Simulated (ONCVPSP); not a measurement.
# Configuration tests for Gd (Z = 64) (ONCV)

gadolinium, optimised norm-conserving Vanderbilt (ONCV), made with ONCVPSP 4.0.1 (PBE, fully relativistic). Core [Xe], reference 4f7 5d1 6s2. Waves: 6s: rc 3.10 bohr, ncon 4, nbas 8, qcut 1.9 1/bohr, 2 projectors, debl 2.3 Ha; p scattering state at 0.12 Ha: rc 3.35 bohr, ncon 4, nbas 8, qcut 2.9 1/bohr, 2 projectors, debl 1.6 Ha; 5d: rc 3.30 bohr, ncon 4, nbas 9, qcut 4.2 1/bohr, 3 projectors, debl 1.6 Ha; 4f: rc 1.45 bohr, ncon 5, nbas 9, qcut 13.2 1/bohr, 2 projectors, debl 3.1 Ha. Local part: polynomial inside 1.10 bohr (lpopt 2, dvloc0 1 Ha). Core correction: Teter function fitted to the true core (icmod 2), fcfact 0.2.

Open shells are filled in proportion to 2j + 1.

In the p channel the program set the typed energies aside and used 0.050, 1.650 Ha (j = l + 1/2; the other j can differ).

Energies are relative to the spin-unpolarised reference configuration 4f7 5d1 6s2; without spin polarisation the order of configurations can differ from experiment. Not all tests gave a result: 1 of 4 tests not solved or not reliable.

| valence configuration | charge | ΔE all-electron (eV) | error AE − PS (meV) |
| --- | --- | --- | --- |
| 4f7 5d1 6s1 | +1 | 6.646 | +3.4 |
| 4f7 5d1 6s0 | +2 | 18.745 | +27 |
| 4f7 5d1 6s1 6p1 | 0 | 2.856 | -4.4 |

Levels in the configuration 4f7 5d1 6s1 6p1:

```tsv
level	all-electron (eV)	pseudo (eV)
4f j=7/2	-9.630	-9.633
4f j=5/2	-10.386	-10.388
5d j=5/2	-3.428	-3.436
5d j=3/2	-3.717	-3.726
6s j=1/2	-4.853	-4.848
6p j=3/2	-1.835	-1.826
6p j=1/2	-2.101	-2.097
```

Note: ghosts flagged at negative energy: s at -55.4 eV, p3/2 at -6.5 eV, p1/2 at -28.4 eV (a further GHOST(-) flag falls on a real empty level of the atom); GHOST(+) flagged for s at 74.2 eV, p3/2 at 159.1 eV. A true bound ghost makes a file unfit for plane-wave use.
